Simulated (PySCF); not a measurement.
Does the answer move with the share of exact exchange?

C4H7NSi.
SMILES: `C(#C)/C=N\[SiH2]C`

Torsions of this conformer, `[CH:1]#[C:2]/[CH:3]=[N:4]\[SiH2:5][CH3:6]`: C3–N4–Si5–C6 119°.

PySCF, def2-SVPD basis, density fitting, gas phase, PBE0-D3(BJ)/def2-SVP geometry; singlet excitations by full TDDFT with frozen cores, triplets by Tamm–Dancoff TDDFT and ionisation energies by ΔSCF, from the lowest of the holes tried. One functional is left out:

```
functional  exact exchange (%)  HOMO energy (eV)  LUMO energy (eV)  lowest singlet excitation (eV)  lowest triplet excitation (eV)  dipole moment (D)  mean polarisability (au)  vertical ionisation energy (eV)
       LDA                   0             -5.95             -3.00                            3.20                            2.75              1.549                      89.1                             9.12
       PBE                   0             -5.86             -2.77                            3.31                            2.78              1.517                      87.6                             8.97
      PBE0                  25             -7.30             -1.81                            3.62                            3.02              1.588                      83.9                             9.11
 BHandHLYP                  50             -8.69             -0.70                            3.89                            3.29              1.675                      81.4                             9.07
```

Problem. Predict the row of B3LYP (20 % exact exchange) by straight lines through the other rows, and check it.

Solution. 
```csv
property,line,computed,computed − line,"PBE0 (25 %), for comparison"
HOMO energy (eV),-7.02,-7.06,-0.04,-7.30
LUMO energy (eV),-2.02,-2.02,0.00,-1.81
lowest singlet excitation (eV),3.52,3.58,+0.06,3.62
lowest triplet excitation (eV),2.97,3.03,+0.06,3.02
dipole moment (D),1.586,1.596,+0.010,1.588
mean polarisability (au),85.3,84.7,-0.6,83.9
vertical ionisation energy (eV),9.07,9.16,+0.09,9.11
```
